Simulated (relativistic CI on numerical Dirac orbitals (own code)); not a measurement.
Ligand-field terms of d8

Computed with a parametric ligand-field model of a d^n configuration (Racah B and C, spin-orbit zeta, crystal field), exact diagonalisation.

Field parameters in Wybourne normalisation: Oh B⁴₀ = 21Dq, B⁴₄ = √(5/14) B⁴₀. The field is a parameter set, without covalency.

B = 940 cm⁻¹, C = 3980 cm⁻¹ (C/B = 4.23), Oh, no spin-orbit coupling. Tanabe-Sugano data, E/B above the lowest term (Δ = |10Dq|; b, c mark the second and third term of a kind):

```csv
Δ/B,3A2,3T2,3T1,1E,1T2,1A1
1.0,0.00,1.00,1.79,14.19,14.86,21.24
5.0,0.00,5.00,8.68,15.47,19.89,23.76
9.0,0.00,9.00,15.00,15.86,24.39,25.56
13.0,0.00,13.00,20.68,16.03,28.66,26.85
17.0,0.00,17.00,25.79,16.13,32.82,27.80
21.0,0.00,21.00,30.51,16.19,36.94,28.51
25.0,0.00,25.00,35.00,16.23,41.01,29.06
29.0,0.00,29.00,39.34,16.27,45.07,29.49
33.0,0.00,33.00,43.58,16.29,49.12,29.84
37.0,0.00,37.00,47.77,16.31,53.15,30.13
41.0,0.00,41.00,51.91,16.32,57.18,30.37
45.0,0.00,45.00,56.03,16.34,61.21,30.57
```

The ground term stays 3A2.
